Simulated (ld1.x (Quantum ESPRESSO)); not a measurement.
Sr (Z = 38): one change to a TM potential, before and after

ld1.x (Quantum ESPRESSO) 7.5 input, shortened:

```
&input
   title='Sr', zed=38., rel=1, dft='PBE', iswitch=3,
   config='[Kr] 4d0 5s2 5p0'
 /
 &inputp
   pseudotype=2, tm=.true., lloc=0,
   nlcc=.false.
 /
3
4P  2  1   6.00   0.00  2.20  2.20  0.0
4D  3  2   0.00   0.00  3.00  3.00  0.0
5S  1  0   2.00   0.00  3.65  3.65  0.0
 &test
   configts(1)='4p6 4d0 5s2 5p0'
 /
```

Change: all radii scaled by about 0.85 (s 3.08, p 1.86, d 2.54 bohr).

Cutoffs: the cutoffs (Ry, on a coarse ladder) from which the occupation-weighted sum of valence levels, in a spherical-Bessel basis at the reference potential, stays within 10 and 1 mRy of its value at 400 Ry; they do not see the model core or the augmentation charge, which bear on the density cutoff. Errors are all-electron minus pseudo energies relative to the spin-unpolarised reference configuration.

Predict the effect on cutoff, ghosts and configuration errors.

The potential gets harder (15 Ry and 30 Ry → 30 Ry and 55 Ry); the errors of the 7 common tests hardly move; neither file shows a bound ghost. A smaller radius makes the pseudo-wave follow the all-electron one further in, where it bends more sharply, so more plane waves are needed.

| quantity | base | changed |
| --- | --- | --- |
| cutoff, loose | 15 Ry | 30 Ry |
| cutoff, tight | 30 Ry | 55 Ry |
| bound ghosts | none | none |
| error for 4p6 4d0 5s1 5p0, meV [ΔE 5.89 eV] | +5.6 | +5.9 |
| error for 4p6 4d0 5s0 5p0, meV [ΔE 16.89 eV] | +36 | +36 |
| error for 4p6 4d0 5s1.5 5p0, meV [ΔE 2.34 eV] | +1.0 | +1.0 |
| error for 4p6 4d0 5s0 5p1, meV [ΔE 8.82 eV] | -545 | -541 |
| error for 4p6 4d0 5s1 5p1, meV [ΔE 2.30 eV] | -314 | -311 |
| error for 4p6 4d1 5s0 5p0, meV [ΔE 7.65 eV] | -31 | -34 |
| error for 4p6 4d0 5s0 5p2, meV [ΔE 4.71 eV] | -726 | -720 |
